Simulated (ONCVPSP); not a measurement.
An all-electron radial function and its pseudo partner (Mg (Z = 12))

Columns: radius, all-electron u(r) and pseudo u(r) of the 2s shell (level -79.59 eV) of magnesium in the configuration [He] 2s2 2p6 3s2; PBEsol, scalar-relativistic, ONCV scheme, ONCVPSP 4.0.1.

| r (bohr) | all-electron | pseudo |
| --- | --- | --- |
| 0.057 | -0.5501 | 0.1982 |
| 0.115 | -0.4132 | 0.3932 |
| 0.172 | -0.0521 | 0.5719 |
| 0.230 | 0.3394 | 0.7352 |
| 0.288 | 0.6725 | 0.8749 |
| 0.345 | 0.9194 | 0.9863 |
| 0.402 | 1.0870 | 1.0704 |
| 0.460 | 1.1875 | 1.1277 |
| 0.518 | 1.2312 | 1.1573 |
| 0.575 | 1.2324 | 1.1618 |
| 0.632 | 1.2036 | 1.1447 |
| 0.690 | 1.1530 | 1.1089 |
| 0.747 | 1.0897 | 1.0594 |
| 0.805 | 1.0171 | 0.9984 |
| 0.862 | 0.9420 | 0.9315 |
| 0.920 | 0.8648 | 0.8597 |
| 0.977 | 0.7902 | 0.7881 |
| 1.035 | 0.7171 | 0.7165 |
| 1.092 | 0.6491 | 0.6489 |
| 1.150 | 0.5843 | 0.5841 |
| 1.208 | 0.5242 | 0.5241 |
| 1.265 | 0.4699 | 0.4698 |
| 1.322 | 0.4202 | 0.4201 |
| 1.380 | 0.3742 | 0.3741 |
| 1.438 | 0.3327 | 0.3326 |
| 1.495 | 0.2958 | 0.2957 |

Task: How many radial nodes do the two functions have?

Result: The all-electron 2s function has n − l − 1 = 1; the pseudo-wave has 0, since the states of the same l below it are removed with the core.

Task: At about which radius was the pseudo-wave matched?

Result: 1.15 bohr, where the columns begin to agree (steps of 0.06 bohr).

Task: Where does each function peak?

Result: Outermost all-electron maximum near 0.57 bohr, pseudo maximum near 0.57 bohr (to the table’s step).

Task: Is the pseudo-wave norm-conserving?

Result: Yes: the ONCV scheme keeps the norm inside the radius equal to the all-electron one, which fixes the energy derivative of the logarithmic derivative at the level.
